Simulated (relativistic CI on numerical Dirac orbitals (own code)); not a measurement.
## Energy levels of Sb XLI

These numbers are calculated, not measured: Dirac-Coulomb-Breit CI, separate exchange-only KLI orbitals for each configuration, model QED (radiative potential, 1s self-energy scaled to tabulated hydrogen-like ionisation energies), unscaled Slater integrals (own radial code, finite nucleus).

CI space (outside the closed core [Ne]): 3s, 3p, 3d, 4s, 4p, 4d, 4f, 5s, 5p, 5d, 5f, 5g, 6s, 6p, 6d. Levels of other configurations are missing.

The lowest level is 3s 2S_1/2, with 100 % of that term; Hund's rules for 3s give 2S with J = 1/2, in agreement.

```tsv
No.	Configuration	Term	J	E (eV)	%	Landé g	jj configuration (%)
1	3s	2S	1/2	0.00	100	1.994	3s (100)
2	3p	2P°	1/2	92.41	100	0.658	3p1/2 (100)
3	3p	2P°	3/2	158.45	100	1.328	3p3/2 (100)
4	3d	2D	3/2	276.47	100	0.794	3d3/2 (100)
5	3d	2D	5/2	291.02	100	1.195	3d5/2 (100)
6	4s	2S	1/2	1323.16	100	1.998	4s (100)
7	4p	2P°	1/2	1361.31	100	0.662	4p1/2 (100)
8	4p	2P°	3/2	1388.12	100	1.331	4p3/2 (100)
9	4d	2D	3/2	1432.71	100	0.796	4d3/2 (100)
10	4d	2D	5/2	1439.05	100	1.197	4d5/2 (100)
11	4f	2F°	5/2	1462.50	100	0.854	4f5/2 (100)
12	4f	2F°	7/2	1465.18	100	1.140	4f7/2 (100)
13	5s	2S	1/2	1910.12	100	2.000	5s (100)
14	5p	2P°	1/2	1929.30	100	0.663	5p1/2 (100)
15	5p	2P°	3/2	1942.76	100	1.332	5p3/2 (100)
16	5d	2D	3/2	1964.55	100	0.798	5d3/2 (100)
17	5d	2D	5/2	1967.82	100	1.199	5d5/2 (100)
18	5f	2F°	5/2	1979.42	100	0.855	5f5/2 (100)
19	5f	2F°	7/2	1980.80	100	1.141	5f7/2 (100)
20	5g	2G	7/2	1982.32	100	0.887	5g7/2 (100)
21	5g	2G	9/2	1983.14	100	1.110	5g9/2 (100)
22	6s	2S	1/2	2221.10	100	2.000	6s (100)
23	6p	2P°	1/2	2232.06	100	0.664	6p1/2 (100)
24	6p	2P°	3/2	2239.74	100	1.333	6p3/2 (100)
25	6d	2D	3/2	2252.03	100	0.798	6d3/2 (100)
26	6d	2D	5/2	2253.94	100	1.199	6d5/2 (100)
```

Energies count from the lowest computed level; ° marks odd parity. Filled j subshells are mostly left out of the jj labels.

The mean weight of the leading LS term, summed over parents, in these 26 levels is 100 %, and that of the leading jj configuration (from the same eigenvectors) 100 %.

At this charge energies of transitions that change n are usually good to better than 1 %, and those within a shell (Δn = 0) to a few per cent.
